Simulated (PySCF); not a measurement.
## Vertical excitation energies

Species: C7H5NS.
Geometry (GFN2-xTB, Å), atoms numbered from 1 in this order:
```
atom  x, y, z in Å
N1     3.5181    0.2902    1.4377
C2     3.0713   -0.0346    0.4335
S3     2.4015   -0.5093   -1.0297
C4     0.6912   -0.2238   -0.5209
C5    -0.0451   -1.2779   -0.0102
C6    -1.3561   -1.0570    0.3753
C7    -1.9157    0.2032    0.2457
C8    -1.1675    1.2484   -0.2700
C9     0.1443    1.0396   -0.6600
H10    0.4014   -2.2557    0.0872
H11   -1.9379   -1.8725    0.7770
H12   -2.9383    0.3721    0.5473
H13   -1.6045    2.2300   -0.3714
H14    0.7364    1.8470   -1.0637
```

Computed, not measured: PySCF, TDDFT B3LYP/def2-SVPD, vertical, gas phase, core orbitals frozen in the response.

```csv
state,E (eV),ν̃ (cm⁻¹),f,|μ| (D),"main configurations (H = HOMO, L = LUMO)"
S1,5.07,40920,0.0016,0.29,H→L (96%)
S2,5.27,42510,0.0005,0.16,H→L+2 (93%)
S3,5.36,43240,0.0034,0.41,"H-1→L (54%), H-2→L+1 (34%), H→L+1 (10%)"
S4,5.56,44840,0.0056,0.52,H→L+1 (86%)
S5,5.97,48170,0.051,1.51,"H-2→L (65%), H-1→L+1 (29%)"
S6,6.06,48860,0.0044,0.44,H-2→L+2 (94%)
S7,6.12,49370,0.0018,0.28,H-1→L+2 (98%)
S8,6.68,53890,0.015,0.78,H→L+3 (84%)
```

Triplets (Tamm–Dancoff): T1 4.17 eV, H-2→L (56%), H-1→L+1 (35%); T2 4.69 eV, H-1→L (79%), H-2→L+1 (15%); T3 4.75 eV, H-1→L+1 (58%), H-2→L (30%).

The lowest singlet lies at 5.07 eV (244 nm, ultraviolet) and is very weak; its leading configuration is HOMO→LUMO (96%). The strongest level in the table is S5 at 5.97 eV (208 nm, f = 0.051). Löwdin shares by element: HOMO sulfur 51%, carbon 21% or more, nitrogen 20%; LUMO carbon 61% or more (atoms not listed hold the other 39%). The listed states span 1.61 eV, and the widest gap between neighbours is 0.56 eV (S7 to S8). Of the 8 states listed, 2 reach f = 0.01 and none stays under 0.0005. The oscillator strengths of these states sum to 0.084; summed over the whole spectrum of an exact calculation they would give the number of electrons, 70 (Thomas–Reiche–Kuhn). Only the lowest 8 singlets were computed, as vertical energies without vibronic structure.

One conformer stands for the species.
